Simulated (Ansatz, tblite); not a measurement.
Removing and adding an electron: Ti₂O₅H₂. Charge 0, multiplicity 1. Geometry: PBE-D4/def2-SVP. Ansatz, gas phase; energy differences of separate SCF runs; the oxidised species was run as a doublet alone; the reduced species was run as a doublet alone.

```xyz
9

Ti    0.8849   -0.5265   -0.6278
Ti   -0.8794    0.5335    0.6318
O     0.5089   -0.8880    1.0316
O     2.2711   -1.2271   -1.5611
O    -2.1777    1.4328    1.5197
O     0.5907    1.2576   -0.2233
O    -1.1295   -0.4481   -0.7842
H    -3.1199    1.6654    1.4935
H     3.0510   -1.7996   -1.4802
```

The xTB rows come from tblite. The structure comes from a short search, and lower isomers may exist.

Estimate orbital energies and vertical ionisation energies and electron affinities at: GFN1-xTB; GFN2-xTB; PBE-D4/def2-TZVP; PBE-D4/def2-TZVPD; r2SCANh-D4/def2-TZVP; r2SCANh-D4/def2-TZVPD; PBE0-D4/def2-TZVP; PBE0-D4/def2-TZVPD.


```tsv
level	−HOMO (eV)	vertical IE (eV)	−LUMO (eV)	vertical EA (eV)	HOMO–LUMO gap (eV)	IE − EA (eV)	remarks
GFN1-xTB	13.01	16.31	10.29	7.30	2.73	9.00	–
GFN2-xTB	11.07	14.26	8.31	5.26	2.76	9.01	–
PBE-D4/def2-TZVP	6.53	9.60	3.47	–	3.06	–	–
PBE-D4/def2-TZVPD	6.57	–	3.51	0.86	3.06	–	HOMO above zero (-1 doublet)
r2SCANh-D4/def2-TZVP	7.40	9.79	3.06	–	4.34	–	–
r2SCANh-D4/def2-TZVPD	7.40	–	3.07	0.85	4.33	–	HOMO above zero (-1 doublet)
PBE0-D4/def2-TZVP	8.01	9.86	2.62	–	5.39	–	–
PBE0-D4/def2-TZVPD	8.02	–	2.64	0.94	5.38	–	HOMO above zero (-1 doublet)
```

Run but left out: HF/def2-SVP, MP2/def2-SVP, CCSD/def2-SVP, CCSD(T)/def2-SVP (charge +1 doublet: ⟨S²⟩ 1.96, where a pure state has 0.75).   A HOMO above zero means that the electron is unbound at that level or that self-interaction error raises the level; the energy of removing that electron tells which. Raw xTB energy differences between charge states are shifted by several eV; the methods need an empirical correction for them.
